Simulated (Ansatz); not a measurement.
`[SiH3]C[SiH2]Cl` + HBr → `Cl[SiH2]CBr` + SiH₄  (substitution at a C–Si bond)

Gas-phase electronic energies from Ansatz, PBE0-D4/def2-TZVP geometries. CCSD(T)/CBS adds triple-zeta CCSD(T) − MP2 to the extrapolated MP2 energy (def2 sets, frozen cores). This one scheme is used for every species. DFT in def2-TZVPP. HSE06 is defined as in plane-wave codes. For Br outer-core shells are correlated without core-valence functions, which leaves a few kJ/mol of doubt a bond. Scalar relativity is left out up to krypton. Each species was taken in one conformer, which may not be the lowest.

`[SiH3]C[SiH2]Cl`:

Cartesian coordinates in Å:
```
Si -0.281 -1.596 0.275
C 0.178 0.175 0.693
Si 0.130 1.340 -0.750
Cl 0.659 3.241 -0.153
H -0.215 -2.450 1.490
H -1.661 -1.652 -0.275
H 0.655 -2.141 -0.743
H -0.506 0.545 1.465
H 1.186 0.188 1.120
H 1.091 0.926 -1.801
H -1.236 1.423 -1.322
```

HBr:

Cartesian coordinates in Å:
```
Br 0.670 -0.065 -0.227
H -0.670 0.065 0.227
```

`Cl[SiH2]CBr`:

```xyz
8

Cl    0.833   -2.274   -0.021
Si    0.823   -0.256    0.327
C    -0.853    0.452   -0.109
Br   -1.183    0.296   -2.015
H     1.876    0.379   -0.494
H     1.075   -0.041    1.774
H    -0.906    1.513    0.137
H    -1.664   -0.069    0.400
```

SiH₄:

Cartesian coordinates in Å:
```
Si 0.000 0.000 0.000
H 0.140 1.278 0.743
H -0.590 0.267 -1.336
H -0.886 -0.919 0.758
H 1.336 -0.625 -0.165
```

```csv
level,ΔE (kcal/mol),difference from CCSD(T)/CBS
LDA (SPW92),17.7,1.2
PBE-D4,16.2,-0.3
revPBE-D4,15.9,-0.6
B97M-V,17.4,0.9
r2SCANh-D4,17.4,0.9
PBE0,16.9,0.4
r2SCAN0,17.5,1.0
HSE06,16.8,0.3
HF/def2-SVP,16.7,0.2
CCSD/def2-SVP,17.4,0.9
HF/def2-TZVPP,15.4,-1.1
MP2/def2-TZVPP,16.6,0.1
SCS-MP2/def2-TZVPP,15.6,-0.9
CCSD/def2-TZVPP,16.5,0.0
SCS-MP2/def2-QZVPP,15.8,-0.7
CCSD/CBS(def2),16.6,0.1
CCSD(T)/CBS,16.5,0
```

Largest T1 diagnostic among the species: 0.011.

From BLYP to BHLYP (50 % exact exchange), in def2-TZVPP and without D4, ΔE moves by +1.7 kcal/mol. In def2-TZVPP, CCSD(T) changes the Hartree–Fock value by +1.0 kcal/mol (the triples alone add −0.1 kcal/mol) and MP2 by +1.3 kcal/mol. At CCSD(T), def2-SVP lies +0.7 kcal/mol from the extrapolated value and def2-TZVPP −0.1 kcal/mol.

CCSD(T)/CBS has its own doubt, a few kJ/mol and more with outer-core shells, so smaller differences from it don't rank the levels.
